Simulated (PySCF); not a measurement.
Bonds (- single, = double, # triple, : aromatic): C1#C2, C2-C3, C3-C4, C4-C5, C3=C6, C6-C7, C6-S8, S8-Si9. C1 carries H10; C4 carries H11, H12; C5 carries H13, H14, H15; C7 carries H16, H17, H18; Si9 carries H19, H20, H21. Stereochemistry as in C#C/C(CC)=C(\C)S[SiH3].

Geometry: PBE0-D3(BJ)/def2-SVP; GIAO shifts from PySCF, gas phase, non-relativistic, averaged over equivalent atoms.

At B3LYP/pcSseg-1 (227 basis functions, 60 s wall time on 1 thread of an AMD EPYC 7R43 64-Core, shared host):
```tsv
atoms	δ (ppm)
C6	151.2
C3	133.8
C1	89.5
C2	85.4
C4	33.5
C7	27.4
C5	15.0
S8	-77.4
Si9	-53.9
H19/H20/H21	4.54
H10	3.33
H11/H12	2.53
H16/H17/H18	2.36
H13/H14/H15	1.10
```

Referencing at the same level of theory: TMS for $^{13}$C (σ = 179.24 ppm), $^{29}$Si (σ = 337.86 ppm), $^{1}$H (σ = 31.38 ppm); $^{33}$S (σ = 485.41 ppm) against CS2.

Estimate the result of repeating the calculation with PBE0/pcSseg-1.

## Answers


```tsv
atoms	δ at PBE0/pcSseg-1	change
C6	149.0	-2.2
C3	133.0	-0.8
C1	92.1	+2.6
C2	85.7	+0.3
C4	32.4	-1.1
C7	27.3	-0.1
C5	14.5	-0.5
S8	-95.1	-17.7
Si9	-53.0	+0.9
H19/H20/H21	4.62	+0.08
H10	3.44	+0.11
H11/H12	2.53	+0.00
H16/H17/H18	2.36	+0.00
H13/H14/H15	1.09	-0.01
```

References, each an isolated molecule treated in the same way: $^{13}$C (184.41 ppm) and $^{29}$Si (351.99 ppm) and $^{1}$H (31.27 ppm) vs TMS; $^{33}$S (495.66 ppm) vs CS2.

The largest change is at S8 (sulfur bonded to C, Si). Cost: 227 basis functions, 67 s wall time on 1 thread of an AMD EPYC 7R43 64-Core, shared host. The order of the carbon signals is the same at both levels.
